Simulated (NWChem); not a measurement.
Species: AlH₂F; SMILES [F][AlH2]

```xyz
4

Al     0.0000     0.0000    -0.5704
H      0.0000     1.4212    -1.2886
H      0.0000    -1.4212    -1.2886
F      0.0000     0.0000     1.1102
```
Atoms are numbered in this order, from 1.

The geometry was optimised at PBE-D3(BJ)/def2-SVP.

Symmetry labels are those of C2v in the frame above (b1 and b2, or b-type labels, depend on it).

### Question
List the 4 lowest vertical singlet excitations from LDA (Slater exchange, VWN5)/aug-cc-pVDZ, TDA (NWChem).

### Answer
| state | energy (eV) | oscillator strength | symmetry | leading excitation (squared amplitude) |
|---|---|---|---|---|
| S1 | 5.18 | 0.000 | a2 | HOMO → LUMO (1.00) |
| S2 | 6.72 | 0.006 | b2 | HOMO → LUMO+1 (0.86) |
| S3 | 7.21 | 0.000 | a2 | HOMO−2 → LUMO (1.00) |
| S4 | 7.25 | 0.088 | b1 | HOMO−1 → LUMO (0.93) |
